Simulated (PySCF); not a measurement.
A side-by-side comparison of computed properties.

First species: C5H9ClSi.
Structure used (GFN2-xTB), in Å, numbered top down from 1:
```
atom  x, y, z in Å
C1    -2.661    0.176    0.722
C2    -1.616    0.232   -0.370
C3    -0.586    1.303   -0.391
C4    -0.139    0.125   -0.032
Si5    1.205   -1.009    0.548
C6     2.878   -0.293   -0.049
Cl7    3.114    1.334    0.644
H8    -2.980   -0.851    0.894
H9    -2.259    0.574    1.651
H10   -3.538    0.761    0.444
H11   -1.957   -0.184   -1.316
H12   -0.402    2.335   -0.570
H13    1.053   -2.333   -0.068
H14    1.227   -1.090    2.010
H15    2.927   -0.179   -1.130
H16    3.727   -0.892    0.270
```

Second species: C₆H₅F.
Atom-mapped SMILES: `[CH:1]#[C:2][C:3](=[CH2:4])[C:5](=[CH2:6])[F:7]` (hydrogens: H8 on C1; H9, H10 on C4; H11, H12 on C6)

Cartesian coordinates in Å at the GFN2-xTB level; atoms count from 1:
```xyz
12
C6H5F angstrom
C      1.7574   -0.4593   -1.6129
C      0.8865   -0.4879   -0.7879
C     -0.1428   -0.5574    0.1879
C     -0.5960   -1.7346    0.6344
C     -0.6694    0.7205    0.6658
C     -0.2851    1.9307    0.2828
F     -1.6475    0.6048    1.5950
H      2.5186   -0.4300   -2.3343
H     -0.1942   -2.6627    0.2676
H     -1.3760   -1.7882    1.3741
H     -0.7378    2.8130    0.6978
H      0.4876    2.0504   -0.4523
```

Levels: CAM-B3LYP/def2-SVPD for dipole moment, HOMO energy, LUMO energy, HOMO–LUMO gap, static isotropic polarisability and electronic spatial extent ⟨r²⟩ about the centre of nuclear charge; TDDFT CAM-B3LYP/def2-SVPD for lowest singlet excitation; TDA CAM-B3LYP/def2-SVPD for lowest triplet excitation (Tamm–Dancoff); GFN2-xTB for rotational constant A and rotational constant C. Geometries: GFN2-xTB. All species are isolated and taken at one optimised geometry, non-relativistic unless stated. Electronic properties by PySCF.

The conformers computed, where there is a choice (atom-mapped SMILES and torsion angles):
- `[CH3:1][C@H:2]1[CH:3]=[C:4]1[SiH2:5][CH2:6][Cl:7]`: C3–C4–Si5–C6 -27°, C4–Si5–C6–Cl7 60°
- `[CH:1]#[C:2][C:3](=[CH2:4])[C:5](=[CH2:6])[F:7]`: C2–C3–C5–C6 0°

| property | column X | column Y |
| --- | --- | --- |
| dipole moment | 1.30 D | 1.45 D |
| HOMO energy | -8.34 eV | -8.59 eV |
| LUMO energy | -0.54 eV | 0.41 eV |
| HOMO–LUMO gap | 7.80 eV | 9.00 eV |
| lowest singlet excitation | 5.47 eV | 5.44 eV |
| lowest triplet excitation (Tamm–Dancoff) | 3.01 eV | 3.73 eV |
| static isotropic polarisability | 73.7 au | 97.1 au |
| electronic spatial extent ⟨r²⟩ about the centre of nuclear charge | 761 bohr² | 1545 bohr² |
| rotational constant A | 4.616 GHz | 3.479 GHz |
| rotational constant C | 1.480 GHz | 0.746 GHz |

Problem. Which column belongs to which species?

Solution. Column X is the second species and column Y the first. The first has 16 atoms and 70 electrons, the second 12 and 50.

Problem. How does each property change from the first species to the second?

Solution. dipole moment -0.15 D; HOMO energy +0.25 eV; LUMO energy -0.95 eV; HOMO–LUMO gap -1.20 eV; lowest singlet excitation +0.03 eV; lowest triplet excitation (Tamm–Dancoff) -0.72 eV; static isotropic polarisability -23.4 au; electronic spatial extent ⟨r²⟩ about the centre of nuclear charge -784 bohr²; rotational constant A +1.137 GHz; rotational constant C +0.734 GHz.

On the first: In wavenumbers S1 is 43800 cm⁻¹ (1 eV = 8065.54 cm⁻¹). The polarisability is 14.39 Å³ as a volume (1 au = 0.148185 Å³), or 1.39 au for each of the 70 electrons.

On the second: The dipole equals about 4.3 × 10⁻³⁰ C·m (1 D = 3.33564 × 10⁻³⁰ C·m). The principal polarisabilities are 44.0, 79.4 and 97.6 au; their mean is the isotropic value.
